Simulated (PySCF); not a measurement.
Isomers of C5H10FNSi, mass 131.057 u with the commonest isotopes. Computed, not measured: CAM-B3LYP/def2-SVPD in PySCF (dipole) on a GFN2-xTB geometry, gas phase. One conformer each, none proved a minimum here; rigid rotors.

Question: Order these by rotational constant B, smallest first.
A. `[H]/[N:1]=[C:2]1\[CH2:3][CH2:4][CH2:5][C@@H:6]1[SiH2:7][F:8]` with C5–C6–Si7–F8 54°, N1–C2–C3–C4 -167°, C2–C3–C4–C5 -30°, C3–C4–C5–C6 38°, C4–C5–C6–Si7 89°
B. `[H]/[N:8]=[CH:7]\[CH2:6][SiH2:5][CH2:4][C:2](=[CH2:1])[F:3]` with C1–C2–C4–Si5 -107°, C2–C4–Si5–C6 -67°, C4–Si5–C6–C7 -62°, Si5–C6–C7–N8 96°
C. `[F:1][CH2:2][C@@:3]1([NH:4][SiH3:5])[C@@H:6]2[CH2:7][C@H:8]12` with F1–C2–C3–N4 -61°, C2–C3–N4–Si5 -83°
D. `[CH2:1]=[N:2][CH2:3][SiH2:4][CH2:5][C:6](=[CH2:7])[F:8]` with C1–N2–C3–Si4 -112°, N2–C3–Si4–C5 -49°, C3–Si4–C5–C6 -64°, Si4–C5–C6–C7 99°
E. `[F:1][C@H:2]1[CH2:3][C@@H:4](/[CH:5]=[N:6]/[SiH3:7])[CH2:8]1` with C3–C4–C5–N6 -126°, F1–C2–C3–C4 131°, C2–C3–C4–C5 -132°, C3–C4–C8–C2 13°, F1–C2–C8–C4 -131°

Answer: E (580.4 MHz), D (973.9 MHz), B (1152 MHz), A (1296 MHz), C (1610 MHz).

Question: Order these by rotational constant A, smallest first.
A. `[H]/[N:1]=[C:2]1\[CH2:3][CH2:4][CH2:5][C@@H:6]1[SiH2:7][F:8]` with C5–C6–Si7–F8 54°, N1–C2–C3–C4 -167°, C2–C3–C4–C5 -30°, C3–C4–C5–C6 38°, C4–C5–C6–Si7 89°
B. `[H]/[N:8]=[CH:7]\[CH2:6][SiH2:5][CH2:4][C:2](=[CH2:1])[F:3]` with C1–C2–C4–Si5 -107°, C2–C4–Si5–C6 -67°, C4–Si5–C6–C7 -62°, Si5–C6–C7–N8 96°
C. `[F:1][C@H:2]1[CH2:3][C@@H:4](/[CH:5]=[N:6]/[SiH3:7])[CH2:8]1` with C3–C4–C5–N6 -126°, F1–C2–C3–C4 131°, C2–C3–C4–C5 -132°, C3–C4–C8–C2 13°, F1–C2–C8–C4 -131°
D. `[F:1][CH2:2][C@@:3]1([NH:4][SiH3:5])[C@@H:6]2[CH2:7][C@H:8]12` with F1–C2–C3–N4 -61°, C2–C3–N4–Si5 -83°
E. `[CH2:1]=[N:2][CH2:3][SiH2:4][CH2:5][C:6](=[CH2:7])[F:8]` with C1–N2–C3–Si4 -112°, N2–C3–Si4–C5 -49°, C3–Si4–C5–C6 -64°, Si4–C5–C6–C7 99°

Answer: D (1899 MHz), B (2451 MHz), A (2668 MHz), E (2830 MHz), C (6409 MHz).

Question: Order these by rotational constant C, largest first.
A. `[CH2:1]=[N:2][CH2:3][SiH2:4][CH2:5][C:6](=[CH2:7])[F:8]` with C1–N2–C3–Si4 -112°, N2–C3–Si4–C5 -49°, C3–Si4–C5–C6 -64°, Si4–C5–C6–C7 99°
B. `[H]/[N:8]=[CH:7]\[CH2:6][SiH2:5][CH2:4][C:2](=[CH2:1])[F:3]` with C1–C2–C4–Si5 -107°, C2–C4–Si5–C6 -67°, C4–Si5–C6–C7 -62°, Si5–C6–C7–N8 96°
C. `[F:1][CH2:2][C@@:3]1([NH:4][SiH3:5])[C@@H:6]2[CH2:7][C@H:8]12` with F1–C2–C3–N4 -61°, C2–C3–N4–Si5 -83°
D. `[F:1][C@H:2]1[CH2:3][C@@H:4](/[CH:5]=[N:6]/[SiH3:7])[CH2:8]1` with C3–C4–C5–N6 -126°, F1–C2–C3–C4 131°, C2–C3–C4–C5 -132°, C3–C4–C8–C2 13°, F1–C2–C8–C4 -131°

Answer: C (1004 MHz), B (905.6 MHz), A (823.9 MHz), D (576.0 MHz).

```csv
SMILES,point group,Ia (u·Å²),Ib (u·Å²),Ic (u·Å²),κ,μa (D),μb (D),μc (D)
FC[C@@]1(N[SiH3])[C@@H]2C[C@@H]21,C1,266.07,313.93,503.46,0.35,0.57,1.16,1.08
F[C@H]1C[C@@H](/C=N/[SiH3])C1,near Cs,78.86,870.70,877.45,-1.00,0.00,0.11,0.46
[H]/N=C\C[SiH2]CC(=C)F,C1,206.18,438.70,558.06,-0.68,1.37,2.72,0.76
C=NC[SiH2]CC(=C)F,C1,178.58,518.93,613.41,-0.85,2.51,0.27,0.33
[H]/N=C1\CCC[C@@H]1[SiH2]F,C1,189.41,389.89,508.13,-0.64,2.53,1.38,0.83
```
